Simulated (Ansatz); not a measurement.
C₂H₇BN₂, SMILES `NB1CNC1`. Charge 0, multiplicity 1.

```xyz
12

N    -0.704   -0.341    1.797
B    -0.205   -0.098    0.529
C     1.038   -0.595   -0.320
N     0.323   -0.055   -1.500
C    -0.670    0.738   -0.736
H    -0.253   -0.951    2.457
H    -1.557    0.067    2.139
H     1.282   -1.660   -0.395
H     1.962   -0.053   -0.066
H     0.896    0.480   -2.139
H    -0.420    1.806   -0.646
H    -1.693    0.662   -1.119
```

Question: Give the diagnostics of a CCSD(T)/def2-TZVPP run (frozen core, the Gaussian-basis code of Ansatz). (An estimate is asked.)

Answer: The calculation gave: T1 = 0.0109, largest single amplitude 0.021, largest double 0.027, (T) share of the correlation energy 4.0 %, 9 CCSD cycles. The RHF solution is stable towards an unrestricted one. T1 lies under the customary mark of 0.02 for closed shells.
